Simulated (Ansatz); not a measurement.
`BO` + `[SiH3][SiH2][SeH]` → `B[Se][SiH2][SiH3]` + H₂O at 500 K and 1 bar (ligand exchange at a B–O bond).

Program: Ansatz. Geometries: PBE0-D4/def2-TZVP. ΔE: electronic, gas phase. CBS: MP2 limit from def2 TZ/QZ plus the TZ coupled-cluster correction, frozen cores. This one scheme is used for every species. For Se outer-core shells are correlated without core-valence functions, which leaves a few kJ/mol of doubt a bond. Scalar relativity is left out up to krypton. Each species was taken in one conformer, which may not be the lowest.

```csv
species,CCSD(T)/CBS energy (Eh),H − E (kJ/mol),S (J/(mol·K))
`BO`,-101.80414,113.6,256.0
`[SiH3][SiH2][SeH]`,-2982.48284,176.0,411.1
`B[Se][SiH2][SiH3]`,-3007.88916,221.6,454.1
H₂O,-76.37941,73.2,206.3
```

H − E and S are ideal-gas, rigid-rotor, harmonic terms from PBE0-D4/def2-TZVP, for one conformer and one mirror image of each species. 1 Eh = 2625.50 kJ/mol, R = 8.31446 J/(mol·K).

Task: By hand: ΔE, ΔH, ΔS and ΔG.

Result: ΔE = (-3007.88916) + (-76.37941) − (-101.80414) − (-2982.48284) = 0.01841 Eh = 48.3 kJ/mol. Δ(H − E) = 221.6 + 73.2 − 113.6 − 176.0 = 5.2, so ΔH = 53.5 kJ/mol. ΔS = 454.1 + 206.3 − 256.0 − 411.1 = -6.7 J/(mol·K). ΔG = 53.5 − 500 × (-6.7)/1000 = 56.9 kJ/mol.

Task: By hand: the equilibrium constant, and the temperature at which ΔG would vanish if ΔH and ΔS stayed fixed.

Result: log₁₀ K = −ΔG/(RT ln 10) = -5.9. ΔH and −TΔS have one sign here, so there is no such temperature.

The number of gas molecules stays the same, so ΔS is small and ΔH decides. A doubt of 5 kJ/mol in ΔE shifts log₁₀ K by 0.5 here. Other conformers and mirror images would add mixing entropy, several J/(mol·K) or more a flexible species. Modes under 60 cm⁻¹, often nearly free rotors, make the harmonic entropy too high. These are equilibria of isolated gas molecules and say nothing of rates. Largest T1 diagnostic: 0.014 (customary marks: 0.02 for closed shells, 0.045 for open ones).

ΔS is within the doubt of such terms, so its sign, and with it that verdict, could turn.
